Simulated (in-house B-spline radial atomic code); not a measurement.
Configurations of the chlorine ion Cl⁴⁺, with energies counted from [Ne] 3s2 3p1. Level of theory: non-relativistic TPSSh, spin-polarised, spherical fractional occupations, exact exchange averaged over the configuration, point nucleus; calculated with a radial B-spline atomic code at the basis-set limit. Shells without spins written out take the highest spin.

Occupations are held fixed; configurations that lie above the ionisation limit could autoionise.

```csv
configuration,E - E(ref) (eV),highest orbital,its <r> (bohr)
[Ne] 3s2 4f1,45.599,4f up,3.428
[He] 2s2 2p5 3s2 3p1 3d1,226.59,3d up,1.456
[He] 2s2 2p5 3s2 3p1 4s1,241.43,4s up,2.808
[He] 2s2 2p5 3s2 3p1 4d1,252.5,4d up,3.399
```

Q: Order these further configurations by energy, lowest first.
A. [Ne] 3s2 4d1
B. [Ne] 3s2 4p1
C. [Ne] 3s1 3p2
D. [He] 2s2 2p5 3s2 3p1 4f1
E. [Ne] 3s1 3p1 4s1

A: C (9.8041 eV), B (36.148 eV), A (42.482 eV), E (43.019 eV), D (256.44 eV).
